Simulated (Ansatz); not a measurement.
N-butyl-N-methylpyrrolidinium bromide (C9H20BrN). Charge 0, multiplicity 1. Geometry PBE-D4/def2-SVP; atoms count from 1.

```xyz
31

C    -3.912    0.291    1.646
C    -2.974    0.460    0.452
C    -1.517    0.102    0.779
C    -0.632    0.348   -0.432
N     0.825   -0.039   -0.269
C     1.436    0.693    0.897
C     1.583    0.323   -1.543
C     2.867   -0.503   -1.475
C     2.519   -1.739   -0.594
C     1.060   -1.526   -0.159
H    -3.913   -0.756    2.020
H    -4.957    0.552    1.380
H    -3.610    0.946    2.491
H    -3.327   -0.169   -0.397
H    -3.006    1.510    0.088
H    -1.464   -0.957    1.125
H    -1.184    0.739    1.626
H    -0.593    1.442   -0.687
H    -0.993   -0.223   -1.313
H     1.271    1.787    0.704
H     2.514    0.464    0.940
H     0.947    0.352    1.825
H     0.931   -0.002   -2.378
H     1.659    1.441   -1.568
H     3.696    0.082   -1.030
H     3.194   -0.789   -2.492
H     2.615   -2.694   -1.145
H     3.191   -1.810    0.283
H     0.827   -1.865    0.867
H     0.348   -2.006   -0.860
Br    0.600    3.543   -0.781
```

Question: Estimate the Mulliken populations of the heavy atoms from the PBE0/def2-TZVP orbitals of Ansatz.

Answer: 
| atom | charge (e) |
| --- | --- |
| C1 | -0.37 |
| C2 | -0.21 |
| C3 | -0.23 |
| C4 | -0.21 |
| N5 | 0.19 |
| C6 | -0.35 |
| C7 | -0.19 |
| C8 | -0.25 |
| C9 | -0.23 |
| C10 | -0.22 |
| Br31 | -0.76 |
Mulliken values depend strongly on the basis.

Question: And the Mayer bond orders between heavy atoms (over 0.3)?

Answer: C1–C2 1.00 (1.53 Å); C2–C3 1.04 (1.54 Å); C3–C4 0.98 (1.52 Å); C4–N5 0.90 (1.52 Å); N5–C6 0.91 (1.51 Å); N5–C7 0.88 (1.53 Å); N5–C10 0.91 (1.51 Å); C7–C8 1.01 (1.53 Å); C8–C9 1.00 (1.56 Å); C9–C10 1.04 (1.54 Å).
